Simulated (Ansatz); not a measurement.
Wavefunction ladder for Cl2H2NSSi (`N[Si]([S])(Cl)Cl`) radical

Cartesian coordinates in Å:
```
N 0.306 0.399 -0.971
Si -0.195 -0.287 0.500
S 0.202 1.129 1.982
Cl -2.180 -0.732 0.379
Cl 0.840 -2.019 0.792
H 1.276 0.414 -1.240
H -0.249 1.096 -1.441
```

Total charge 0; spin multiplicity 2. All single points use the PBE0-D4/def2-TZVP geometry. It is one conformer, not always the lowest. Frozen core, unrestricted reference, Ansatz 0.2.0. CBS rows extrapolate triple and quadruple zeta; past MP2 they add the triple-zeta difference.

```
     basis      HF (Eh)  MP2 corr.
  def2-SVP  -1660.67535   -0.62268
def2-TZVPP  -1661.30831   -0.84396
def2-QZVPP  -1661.35674   -0.92352
```

Problem. Estimate the CCSD correlation energy and the (T) correction in each basis where they were run (hartree).

Solution. 
| basis | CCSD corr. | (T) |
| --- | --- | --- |
| def2-SVP | -0.67452 | -0.01667 |
| def2-TZVPP | -0.90239 | -0.03985 |
| CBS(def2) | -1.04088 | as TZ |
